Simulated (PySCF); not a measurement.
Two species compared at the same levels of theory.

First species: C4H9F2NSi.
Z-matrix (Å and degrees, GFN2-xTB geometry), rows numbered from 1:
```
F 
C   1  1.3578
F   2  1.3674  1  105.37
C   2  1.4984  1  109.96  3   119.93
C   4  1.3246  2  126.68  1   160.18
C   5  1.4996  4  129.37  2    -0.63
N   6  1.4388  5  115.32  4    10.64
Si  7  1.7202  6  123.87  5  -147.45
H   2  1.0983  1  108.16  3  -114.53
H   4  1.0809  2  113.24  1   -21.44
H   5  1.0829  4  117.66  2   179.62
H   6  1.1028  5  107.27  4   135.70
H   6  1.0958  5  107.77  4  -110.03
H   7  1.0092  6  111.47  5    62.00
H   8  1.4711  7  115.21  6   -67.73
H   8  1.4585  7  104.00  6   171.04
H   8  1.4651  7  104.88  6    51.58
```

Second species: C6H6ClFO.
InChI=1S/C6H6ClFO/c7-3-5-4-9-2-1-6(5)8/h1-2,4,6H,3H2/t6-/m0/s1

Levels: CAM-B3LYP/def2-SVPD for dipole moment, HOMO energy, LUMO energy, HOMO–LUMO gap, static isotropic polarisability and electronic spatial extent ⟨r²⟩ about the centre of nuclear charge; TDDFT CAM-B3LYP/def2-SVPD for lowest singlet excitation; TDA CAM-B3LYP/def2-SVPD for lowest triplet excitation (Tamm–Dancoff); GFN2-xTB for rotational constant A and rotational constant C. Geometries: GFN2-xTB. Each structure is a single optimised conformer of the isolated species, non-relativistic unless stated; the electronic structure was computed with PySCF and density fitting.

Dipoles, sizes and rotational constants follow the conformer. The torsions of the flexible species, by atom-mapped SMILES:
- `[F:1][CH:2]([F:3])/[CH:4]=[CH:5]\[CH2:6][NH:7][SiH3:8]`: F1–C2–C4–C5 160°, C4–C5–C6–N7 11°, C5–C6–N7–Si8 -147°
- `[F:1][C@H:2]1[CH:3]=[CH:4][O:5][CH:6]=[C:7]1[CH2:8][Cl:9]`: C6–C7–C8–Cl9 -102°

Values for the first species:

* Dipole moment: 3.03 D
* HOMO energy: -8.46 eV
* LUMO energy: 0.67 eV
* HOMO–LUMO gap: 9.13 eV
* Lowest singlet excitation: 5.94 eV
* Lowest triplet excitation (Tamm–Dancoff): 4.32 eV
* Static isotropic polarisability: 84.1 au
* Electronic spatial extent ⟨r²⟩ about the centre of nuclear charge: 1491 bohr²
* Rotational constant A: 2.551 GHz
* Rotational constant C: 0.764 GHz

Question: Estimate the same properties for the second species, and the change in each.

Answer: 
```tsv
property	first	second	second less first
dipole moment	3.03 D	1.81 D	-1.22 D
HOMO energy	-8.46 eV	-8.58 eV	-0.12 eV
LUMO energy	0.67 eV	0.33 eV	-0.34 eV
HOMO–LUMO gap	9.13 eV	8.91 eV	-0.22 eV
lowest singlet excitation	5.94 eV	5.75 eV	-0.19 eV
lowest triplet excitation (Tamm–Dancoff)	4.32 eV	4.13 eV	-0.19 eV
static isotropic polarisability	84.1 au	85.8 au	+1.7 au
electronic spatial extent ⟨r²⟩ about the centre of nuclear charge	1491 bohr²	1442 bohr²	-49 bohr²
rotational constant A	2.551 GHz	2.239 GHz	-0.312 GHz
rotational constant C	0.764 GHz	0.782 GHz	+0.018 GHz
```

On the first: S1 lies 3.19 eV below the HOMO–LUMO gap; its leading configuration is HOMO→LUMO, weight 0.94. The 8 singlets span 5.94 to 7.71 eV, and their oscillator strengths add up to 0.47.

On the second: The dipole equals about 6.0 × 10⁻³⁰ C·m (1 D = 3.33564 × 10⁻³⁰ C·m). The polarisability is 12.71 Å³ as a volume (1 au = 0.148185 Å³), or 1.13 au for each of the 76 electrons.
